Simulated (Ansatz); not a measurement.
`CC[BH][AlH2]` and `CCC[BH][AlH2]` differ in one atom or group.

Ansatz, PBE0-D4/def2-TZVP geometries, multiplicity 1. Each molecule was computed in one conformer, which needn't be the lowest.

| property | `CC[BH][AlH2]` |
| --- | --- |
| LUMO energy (PBE/def2-TZVPP) / eV | -2.72 |
| HOMO energy (ωB97M-V/def2-TZVPP) / eV | -9.13 |
| ideal-gas entropy at 298 K and 1 bar (rigid rotor, harmonic PBE0-D4/def2-TZVP) / J/(mol·K) | 350 |
| LUMO energy (PBE0/def2-TZVPP) / eV | -1.75 |
| LUMO energy (B3LYP/def2-TZVPP) / eV | -1.93 |
| size of the dipole moment (PBE/def2-TZVPP) / D | 1.43 |

(1) What does the change do to each property? (Best estimate.)

Results:

(1) Computed: 
```csv
property,`CCC[BH][AlH2]`,shift
LUMO energy (PBE/def2-TZVPP) / eV,-2.66,0.06
HOMO energy (ωB97M-V/def2-TZVPP) / eV,-9.12,0.01
"ideal-gas entropy at 298 K and 1 bar (rigid rotor, harmonic PBE0-D4/def2-TZVP) / J/(mol·K)",372,22
LUMO energy (PBE0/def2-TZVPP) / eV,-1.69,0.06
LUMO energy (B3LYP/def2-TZVPP) / eV,-1.86,0.07
size of the dipole moment (PBE/def2-TZVPP) / D,1.53,0.10
```

The zero-point energy changes by 75.4 kJ/mol with +9 modes. Dipoles are sizes alone; their direction can turn. Modes under 60 cm⁻¹, often nearly free rotors, make the harmonic entropy too high.

B3LYP here is the variant with VWN-RPA as its local correlation; programs differ in this.
